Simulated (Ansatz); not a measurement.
Ansatz (an electronic-structure program) input:
A basis named .json is the Basis Set Exchange file of that set.

Ansatz 0.2 input:
```yaml
crystal:
  periodic: [false, false, false]
  atoms:
    - {symbol: Si, position_ang: [0.53290561, 0.03118693, 0.63429072]}
    - {symbol: Cl, position_ang: [0.31743609, 1.97994518, -0.04389869]}
    - {symbol: Cl, position_ang: [2.09307401, -0.87215456, -0.37493135]}
    - {symbol: O, position_ang: [-0.82840609, -0.78918747, 0.34053030]}
    - {symbol: Si, position_ang: [-2.38117415, -0.76194177, -0.23521936]}
    - {symbol: H, position_ang: [-3.14880489, 0.28876598, 0.46538688]}
    - {symbol: H, position_ang: [-2.96963826, -2.08891924, 0.03060614]}
    - {symbol: H, position_ang: [-2.35722053, -0.48821953, -1.68712403]}
basis:
  gaussian:
    orbitals: cc-pV_Q+d_Z.json
    fitting: {mean_field: def2-universal-jkfit, correlation: cc-pVQZ-RIFIT.json}
magnetization: {spin_polarized: true, initial_magnetization: 1}
correlation: {method: mp2, electrons: outside_noble_gas}
```

Problem. What final total energy does it print?

Solution. -1574.67193 Eh (RI-MP2/cc-pV(Q+d)Z). The basis has 401 functions.

It need not be the lowest isomer of its formula.
